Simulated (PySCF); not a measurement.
C₆H₁₀Si.
Numbering: `[CH3:1][C:2]#[C:3][CH:4]1[CH2:5][SiH2:6][CH2:7]1`

Definitions: NICS(0) = −σiso at the ring centroid; NICS(1) = −σiso and NICS(1)zz = −σzz at ±1 Å along the ring normal z. Level: GIAO PBE0/pcSseg-1 (PySCF, non-relativistic, gas phase) on the GFN2-xTB geometry, one conformer.

Ring bond lengths (Å), with Mayer bond orders in brackets: C4–C5 1.552 (0.96), C5–Si6 1.910 (0.94), Si6–C7 1.910 (0.94), C7–C4 1.552 (0.96).

Question: Give the NICS values of each ring in ppm.

Answer: 
```
        ring                                              type  NICS(0)  NICS(1), two faces  NICS(1)zz, two faces  rms pucker (Å)  centre to ring atoms, mean (Å)
C4–C5–Si6–C7  4-membered ring with Si; formal bonds all single      0.9         -0.8 / -0.3             4.3 / 7.1            0.07                            1.22
```

Question: What can be read from them?

Answer: 
- C4–C5–Si6–C7: mean NICS(1)zz 5.7 ppm, deshielded. C4, C5, Si6, C7 have four or more neighbours, and the NICS criterion for π rings isn't applied.

Question: At the first NICS(1) probe listed for ring C4–C5–Si6–C7, 1 Å off the ring, what do the in-plane components average?

Answer: The isotropic value is a third of the trace: (3 × -0.8 − (4.3))/2 = -3.4 ppm.

Question: Give the inner angles of the rings and the Hirshfeld charges of the ring atoms.

Answer: 
- C4–C5–Si6–C7: C4 99.6° (-0.013 e), C5 91.0° (-0.161 e), Si6 76.7° (+0.349 e), C7 91.0° (-0.161 e); sum 358.2° against 360° for a flat convex ring.

Time: 44 s of wall time; peak memory 0.80 GiB. Hardware: Arm Neoverse N1, one thread, shared host. This is the whole shielding run at PBE0/pcSseg-1, SCF included.
